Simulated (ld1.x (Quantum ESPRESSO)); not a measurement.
Before and after: TM potential for Bi

ld1.x (Quantum ESPRESSO) 7.5 input, shortened:

```
&input
   title='Bi', zed=83., rel=2, dft='REVPBE', iswitch=3,
   config='[Xe] 4f14 5d10 6s2 6p3', rel_dist='average'
 /
 &inputp
   pseudotype=2, tm=.true., lloc=-1, rcloc=1.50,
   nlcc=.false.
 /
2
6S  1  0   2.00   0.00  1.85  1.85  0.0
6P  2  1   3.00   0.00  1.80  1.80  0.0
 &test
   configts(1)='6s2 6p3'
 /
```

Open shells are filled in proportion to 2j + 1 (rel_dist='average').

All-electron outer shells of the reference configuration (revPBE, scalar-relativistic, ld1.x):

```tsv
shell	level (eV)	outermost node (bohr)	outermost maximum (bohr)
5p	-95.82	0.48	0.86
5d	-27.05	0.51	1.03
6s	-14.41	0.98	1.88
6p	-4.51	1.14	2.47
```

Change: all radii scaled by about 0.85 (s 1.58, p 1.54 bohr); local potential all-electron potential smoothed inside 1.28 bohr (lloc = -1).

Cutoffs: the cutoffs (Ry, on a coarse ladder) from which the occupation-weighted sum of valence levels, in a spherical-Bessel basis at the reference potential, stays within 10 and 1 mRy of its value at 400 Ry; they do not see the model core or the augmentation charge, which bear on the density cutoff. Errors are all-electron minus pseudo energies relative to the spin-unpolarised reference configuration.

Task: What does the change do?

Result: The potential gets harder (40 Ry and 90 Ry → 140 Ry and 200 Ry); both files keep a bound ghost (d, p, s); of the 7 tests that both files solve, the error grows in 3 and shrinks in 4 by more than 15 % and 0.3 meV (median size 23.0 → 15.6 meV). A smaller radius makes the pseudo-wave follow the all-electron one further in, where it bends more sharply, so more plane waves are needed.

| quantity | base | changed |
| --- | --- | --- |
| cutoff, loose | 40 Ry | 140 Ry |
| cutoff, tight | 90 Ry | 200 Ry |
| loose cutoff by channel (10 mRy a level) | s 18 Ry, p 35 Ry | s 30 Ry, p 140 Ry |
| bound ghosts | s, p3/2, d, p1/2 | s, p3/2, p1/2, d |
| error for 6s2 6p2, meV [ΔE 7.99 eV] | -6.8 | -4.9 |
| error for 6s2 6p1, meV [ΔE 23.31 eV] | -23 | -16 |
| error for 6s2 6p0, meV [ΔE 46.74 eV] | +40 | +91 |
| error for 6s2 6p2.5, meV [ΔE 3.13 eV] | -1.4 | -0.9 |
| error for 6s0 6p5, meV [ΔE 20.00 eV] | +144 | +217 |
| error for 6s1 6p3, meV [ΔE 18.58 eV] | -19 | +6.1 |
| error for 6s1 6p4, meV [ΔE 9.85 eV] | +24 | +51 |

 A true bound ghost makes a file unfit for plane-wave use even where its test errors are small: the radial tests pick states by their node count and pass the ghost by.
